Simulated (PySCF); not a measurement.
Krypton: a sound run and one with changed settings

Sound run: Kr [Kr], Kr⁺ [Ar] 3d10 4s2 4p5. All numbers are calculated (PySCF 2.14, scalar relativity by spin-free X2C-1e, in x2c-TZVPall (6s5p4d1f, 48 functions)). In the sound run the correlated levels freeze [Ar] 3d10. The sound run starts from symmetry-adapted Hartree-Fock orbitals and uses a fine grid where one is needed.

Changed run: no relativity, point nucleus. This setting is unsound on purpose.

```csv
species,method,sound run (hartree),changed run (hartree),converged
Kr,UHF,-2788.17927,-2733.09435,yes
Kr,PBE0,-2789.72410,-2734.67869,yes
Kr,LDA,-2786.14956,-2731.14577,yes
Kr,MP2,-2788.35165,-2733.26687,yes
Kr,CCSD(T),-2788.37249,-2733.28830,yes
Kr⁺,UHF,-2787.69941,-2732.61224,yes
Kr⁺,PBE0,-2789.20665,-2734.15888,yes
Kr⁺,LDA,-2785.62264,-2730.61690,yes
Kr⁺,MP2,-2787.83715,-2732.75056,yes
Kr⁺,CCSD(T),-2787.86089,-2732.77519,yes
```

Ionisation energy of Kr:

```json
{"method": "UHF", "sound run (eV)": "13.057", "changed run (eV)": "13.119"}
{"method": "PBE0", "sound run (eV)": "14.080", "changed run (eV)": "14.145"}
{"method": "LDA", "sound run (eV)": "14.338", "changed run (eV)": "14.391"}
{"method": "MP2", "sound run (eV)": "14.000", "changed run (eV)": "14.050"}
{"method": "SCS-MP2", "sound run (eV)": "13.915", "changed run (eV)": "13.963"}
{"method": "CCSD", "sound run (eV)": "13.881", "changed run (eV)": "13.925"}
{"method": "CCSD(T)", "sound run (eV)": "13.921", "changed run (eV)": "13.963"}
```

Most of the change in total energy is the relativistic energy itself. On top of that the contraction fixes the core shape for the Hamiltonian it was made with, so the changed run is not a good calculation with the other Hamiltonian either.

For comparison, NIST gives 14.000 eV between the lowest levels.
